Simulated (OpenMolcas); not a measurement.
## Ni2+: ligand-field states by method

Ni2+ with its 8 nearest fluoride ions at 2.212 Å, on the Ca site of CaF2 (a = 5.46294 Å, distance in the model lattice 2.366 Å). The rest of the host is ab initio model potentials to 7.6 Å and point charges beyond; the distance is set by hand and nothing relaxes. Ligand basis ANO-RCC-VDZP.
```
Ni    0.0000    0.0000    0.0000
F     1.2771    1.2771    1.2771
F     1.2771    1.2771   -1.2771
F     1.2771   -1.2771    1.2771
F     1.2771   -1.2771   -1.2771
F    -1.2771    1.2771    1.2771
F    -1.2771    1.2771   -1.2771
F    -1.2771   -1.2771    1.2771
F    -1.2771   -1.2771   -1.2771
```

```json
{
  "Program": "OpenMolcas 26.06",
  "Basis": "ANO-RCC-VTZP [6s5p3d2f1g]",
  "Scalar Hamiltonian": "DKH2, point nucleus",
  "Active space": "8 electrons in 5 orbitals (3d)",
  "State averaging": "2S+1 = 3 even, 10 roots; 2S+1 = 1 even, 15 roots",
  "Spin-orbit coupling": "RASSI with atomic mean-field integrals over the reference wave functions"
}
```

I. CASSCF
II. SS-CASPT2, IPEA 0.25 Eh, imaginary shift 0.1 Eh (closed shells correlated: 3s 3p and the ligand valence shells)

Spin-free states (labels of O, the rotations of Oh) in cm-1, each column counted from its own energy of the first state listed:

| State | Degeneracy | I | II |
| --- | --- | --- | --- |
| 3T1 | 3 | 0 | 0 |
| 3T2 | 3 | 2521 | 2600 |
| 3A2 | 1 | 5611 | 7640 |
| 1T2 | 3 | 17123 | 12470 |
| 1E | 2 | 18152 | 13810 |
| 3T1 | 3 | 21506 | 17480 |
| 1T2 | 3 | 26226 | 21640 |
| 1T1 | 3 | 27657 | 24220 |
| 1A1 | 1 | 28055 | 23820 |
| 1E | 2 | 28171 | 25070 |
| 1A1 | 1 | 64072 | 52010 |

From I to II, I's first state of the same spin (3T2) moves from 2521 to 2600 cm-1, by about +80 cm-1.

From I to II, I's first state of another spin (1T2) moves from 17123 to 12470 cm-1, by about -4700 cm-1.

I: A least-squares ligand-field fit to the states below 45000 cm-1, each weighted by its degeneracy and with a free common offset, gives 10Dq = -3006 cm-1 (negative for this site), B = 1298 cm-1 and C = 4797 cm-1 (C/B = 3.70), with an rms deviation of 46 cm-1. 

χT at 300 K: I 2.61, II 2.59 cm3 K/mol.

Roots that are degenerate in the reference are averaged as groups; the widest CASPT2 spread within a group is 870 cm-1 (the 3-fold group of multiplicity 1 near 24200 cm-1 above the lowest state of its run, II). Shifts and gaps below about the spread of the groups concerned are not significant. Over all roots computed the reference weight is 0.68 to 0.69 in II; a low but even weight reflects the number of correlated electrons. An orbital triplet at a regular site is open to Jahn-Teller coupling, which can distort the site and quench the lowest spin-orbit gaps and is left out. Ligand-to-metal charge-transfer states are missing. Without dynamic correlation the repulsion within the d shell is too large (B by tens of per cent), so at a given field states of lower spin stand too high (holds for I). With no ligand orbital active B as a rule stays too high, so bands that hang on it stand too high and its fall with covalency is understated (holds for I). With metal d orbitals alone and no dynamic correlation 10Dq can be off by a tenth to a fifth, either way, in oxide and fluoride hosts (holds for I). A single d shell leaves out the double-shell effect, which counts most for late 3d ions, where the CASPT2 field can be off either way by tens of per cent (holds for II). These CASPT2 states fit no ligand-field parameters well, so their order and spin gaps are uncertain (holds for II). For late 3d ions with one d shell CASPT2 can put B and the spin-flip bands somewhat low as well as high (holds for II). With one d shell and no ligand orbital active, 10Dq can be off by tens of per cent for divalent 3d ions, low with halides held by bare charges and at times high in hosts (holds for II). Free-ion shares, where given, are those of the reference states; single-state CASPT2 does not remix them (holds for II). No measured value stands beside these numbers; the geometry was set by hand and not optimised.
